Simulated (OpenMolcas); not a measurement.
Systems:
- [Ni(H2O)5]3+, a model complex in vacuum: square pyramidal, basal bonds 100° from the apical one, Ni–H2O 1.81 Å; shape imposed, not necessarily the one it adopts

Coordinates (Å) for ANO-RCC-VDZP on Ni, O and ANO-RCC-VDZ on H:

```xyz
16

Ni     0.0000     0.0000     0.0000
O      0.0000     0.0000     1.8070
H      0.7747     0.0000     2.3908
H     -0.7747     0.0000     2.3908
O      1.7795     0.0000    -0.3138
H      2.4890     0.0000     0.3478
H      2.2199     0.0000    -1.1781
O      0.0000     1.7795    -0.3138
H      0.0000     2.4890     0.3478
H      0.0000     2.2199    -1.1781
O     -1.7795     0.0000    -0.3138
H     -2.4890     0.0000     0.3478
H     -2.2199     0.0000    -1.1781
O      0.0000    -1.7795    -0.3138
H      0.0000    -2.4890     0.3478
H      0.0000    -2.2199    -1.1781
```

Method: state-averaged CASSCF on the open d shell, ANO basis sets as named, scalar-relativistic DKH2 or scalar-relativistic X2C, RICD, in OpenMolcas. State energies are spin-free and vertical. Orbital splittings and repulsion parameters are fits to the integrals of the highest spin's CASSCF orbitals. J levels and χT include spin-orbit coupling (RASSI on CASSCF energies). Times are rough, from shared cores.

| case | ground state | first state of the same spin (cm⁻¹) | first state of another spin (cm⁻¹) | Racah B (cm⁻¹) | χT at 300 K (cm³ K/mol) | basis functions | relative time |
|---|---|---|---|---|---|---|---|
| ANO-RCC-VDZP on Ni, O and ANO-RCC-VDZ on H | quartet (non-degenerate) | quartet (non-degenerate) 1990 | doublet (non-degenerate) 6720 | 1253 | 2.75 | 124 | 2 |
| ANO-RCC-VDZ | quartet (non-degenerate) | quartet (non-degenerate) 1920 | doublet (non-degenerate) 6830 | 1257 | 2.78 | 92 | 1 |
| ANO-R1 | quartet (non-degenerate) | quartet (non-degenerate) 1850 | doublet (non-degenerate) 6640 | 1263 | 2.78 | 154 | 3 |

No ligand orbital and no second metal shell is active in the minimal space. All energies are vertical, at one fixed geometry that need not be a minimum. CASSCF on this space leaves out dynamic correlation. A perturbation step moves a level of ANO-RCC-VDZP on Ni, O and ANO-RCC-VDZ on H by 1.8 eV (SC-NEVPT2), 1.5 eV (XMS-CASPT2 (IPEA 0.25)) from CASSCF, too much for a small correction, so neither level is settled. The levels of theory run for ANO-RCC-VDZP on Ni, O and ANO-RCC-VDZ on H disagree on the lowest spin (CASSCF quartet, SC-NEVPT2 doublet, XMS-CASPT2 (IPEA 0.25) doublet), so these runs don't settle the ground state. A perturbation step moves a level of ANO-RCC-VDZ by 1.7 eV (SC-NEVPT2), 1.5 eV (XMS-CASPT2 (IPEA 0.25)) from CASSCF, too much for a small correction, so neither level is settled. The levels of theory run for ANO-RCC-VDZ disagree on the lowest spin (CASSCF quartet, SC-NEVPT2 doublet, XMS-CASPT2 (IPEA 0.25) doublet), so these runs don't settle the ground state. A perturbation step moves a level of ANO-R1 by 1.7 eV (SC-NEVPT2), 1.5 eV (XMS-CASPT2 (IPEA 0.25)) from CASSCF, too much for a small correction, so neither level is settled. The levels of theory run for ANO-R1 disagree on the lowest spin (CASSCF quartet, SC-NEVPT2 doublet, XMS-CASPT2 (IPEA 0.25) doublet), so these runs don't settle the ground state.
